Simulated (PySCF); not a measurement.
**Ionisation energy of Xe⁺ by level of theory**

Xe⁺ [Kr] 4d10 5s2 5p5 (2P) → Xe²⁺ [Kr] 4d10 5s2 5p4 (3P), as a difference of total energies. Calculation: PySCF 2.14, in def2-TZVPPD with the def2 core potential (28 electrons) (7s6p4d2f, 59 functions); scalar relativity through the core potential. Correlated levels: valence: 4s2 4p6 4d10 frozen; valence and next inner shell: nothing frozen outside the core potential. The calculations carry no spin-orbit coupling.

| method | ionisation energy (eV) | difference from reference (eV) |
| --- | --- | --- |
| UHF | 20.073 | -0.902 |
| LDA | 21.361 | +0.386 |
| PBE | 21.051 | +0.076 |
| PBE0 | 21.103 | +0.128 |
| r2SCAN | 21.116 | +0.141 |
| r2SCANh | 21.124 | +0.149 |
| B97-3 | 21.050 | +0.075 |
| TPSS | 21.088 | +0.113 |
| MN15 | 20.894 | -0.081 |
| MP2 (valence) | 20.769 | -0.206 |
| SCS-MP2 (valence) | 20.768 | -0.207 |
| MP2 (valence and next inner shell) | 20.924 | -0.051 |
| SCS-MP2 (valence and next inner shell) | 20.877 | -0.098 |

Reference: 20.975 eV (semi-empirical (NIST evaluation); NIST Atomic Spectra Database, ionization energies).

The reference lies between the lowest fine-structure levels, while these numbers refer to the centres of the terms.

Errors of the correlated levels include the incompleteness of this basis and the frozen core.
